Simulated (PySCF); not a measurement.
BH₂O₃, SMILES OB([O])O (connectivity only; charge and spin as stated), charge -1, multiplicity 1.

Geometry optimised at ωB97X-D3(BJ)/def2-SVPD. The spin state was assumed, not searched. The isomer is the one that the SMILES or the coordinates give; other isomers of the formula were not compared. The values are those of a single conformer.

Two levels are set side by side: PBE/def2-TZVPD (PySCF) and ωB97X/def2-TZVPD (PySCF). Same geometry, gas phase. Differences are taken from unrounded values.

| quantity | ωB97X | PBE | PBE minus ωB97X |
|---|---|---|---|
| orbital gap (eV) | 8.23 | 2.27 | -5.95 |
| highest occupied level (eV) | -3.50 | 0.47 | 3.97 |
| lowest empty level (eV) | 4.73 | 2.74 | -1.99 |
| mean polarisability (bohr³) | 38.7 | 46.9 | 8.3 |

PBE's occupied levels lie high since its potential decays too fast outside the molecule; exact exchange lowers them and widens the gap. Loosely held outer electrons make PBE densities more polarisable. Differences between two approximate levels are no errors against the true value.

Rough cost on one machine, each run with all the roots and properties that it gave: ωB97X against PBE within a factor of 2.
